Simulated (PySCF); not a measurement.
## Correlation energy of Be (beryllium, neutral)

[He] 2s1 3d1, high-spin 3D determinant (an excited configuration). All numbers are calculated (PySCF 2.14, scalar relativity by spin-free X2C-1e, in aug-cc-pCVTZ-DK (7s6p4d2f, 59 functions)). Frozen: nothing; 4 electrons correlated.

MP2 pair energies summed by pair of shells (mhartree):

```
 pair  energy  share (%)
1s-1s  -36.67       84.6
2s-3d   -3.60        8.3
1s-2s   -2.98        6.9
1s-3d   -0.09        0.2
```

Total MP2 correlation energy: -43.35 mhartree.

Same-spin part -4.39 and opposite-spin part -38.96 mhartree; SCS-MP2 scales them by 1/3 and 6/5 to -48.22 mhartree.
